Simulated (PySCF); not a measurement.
## How the functional moves excitation energies

C3H7BrSi.
SMILES: `Br[SiH2]C1CC1`

Linear-response calculations in the def2-SVPD basis (PySCF; singlets by full response, triplets Tamm–Dancoff, core orbitals frozen in the response; HF means time-dependent Hartree–Fock). 'Strongest' is the level of largest summed f among the singlets computed (10 roots, of which the last may lack a degenerate partner); it can jump between rows when another state enters that window. S1 is the lowest singlet of each run and needn't be the same state throughout; f(S1) is that of one state. The structure is a single PBE0-D3(BJ)/def2-SVP conformer in the gas phase; no vibrational or solvent corrections. The LDA/def2-SVPD calculation is non-relativistic and has no spin–orbit coupling, an omission that weighs most on bromine.

```
functional                               kind  S1 (eV)  f(S1)  strongest (eV)  T1 (eV)  HOMO (eV)  gap (eV)  ionisation energy, ΔSCF (eV)
       LDA                                LDA     5.91  0.010            6.48     5.64      -7.04      5.76                          9.96
     B3LYP  global hybrid, 20% exact exchange     6.44  0.016            7.52     6.09      -7.96      7.52                         10.11
      PBE0  global hybrid, 25% exact exchange     6.59  0.014            7.78     6.20      -8.21      7.99                         10.21
 BHandHLYP  global hybrid, 50% exact exchange     7.02  0.019            8.26     6.60      -9.33      9.90                         10.46
 CAM-B3LYP             range-separated hybrid     6.77  0.018            8.02     6.37      -9.52     10.19                         10.46
   wB97X-D             range-separated hybrid     6.85  0.017            8.23     6.48     -10.07     11.52                   not settled
   LC-wPBE             range-separated hybrid     7.15  0.016            8.69     6.67     -10.91     12.64                         10.72
        HF                       Hartree–Fock     7.86  0.026            9.62     7.28     -11.14     13.36                   not settled
```

Question: What does PBE (GGA) give?

Answer: S1 (eV) 6.02, f(S1) 0.011, strongest (eV) 6.54, T1 (eV) 5.71, HOMO (eV) -6.95, gap (eV) 5.90, ionisation energy, ΔSCF (eV) 9.80. S1 runs from 5.91 eV (LDA) to 7.86 eV (HF), a spread of 1.95 eV, while the orbital gap spreads over 7.6 eV. Along PBE (0%), B3LYP (20%), PBE0 (25%), BHandHLYP (50%), HF (100%) S1 rises with the share of exact exchange. −ε(HOMO) comes closest to its own ΔSCF ionisation energy with LC-wPBE (+0.18 eV) and misses most with LDA (-2.91 eV). 'Not settled' means that the ion's SCF failed to converge or may have ended in another state than the lowest.

Without π bonds the low states are Rydberg-like; a valence basis with one diffuse set may place them up to an eV too high.
